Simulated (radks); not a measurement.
Values are calculated unless marked as measured or tabulated.
Q: These are the eigenvalues of the occupied orbitals of an atom or ion with whole-number occupations (eV). Code: a radial shooting solver on a logarithmic mesh with Libxc functionals. Model: scalar-relativistic Kohn-Sham, LB94 model potential, spin-polarised, spherical densities, finite nucleus; Fermi nuclear charge, rms radius of each element as measured or else 0.836 A^(1/3) + 0.57 fm.

| orbital | eigenvalue |
|---|---|
| 1s | -19567.07 |
| 2s | -4039.506 |
| 2p | -3789.453 |

Which element is it, and in what charge state? The configuration may be excited. Open shells, if any, are filled with parallel spins first.

A: Z = 40, zirconium, charge +30: Zr30+ in [Ne]. The list shows which subshells hold electrons but not how many an open one holds; the 1s level, -719.08 hartree, gives Z - s = 37.9 by -(Z - s)^2/2, which with screening and relativity narrows Z to a few neighbours, and the depths of the outer levels then fix element, charge and occupations together.
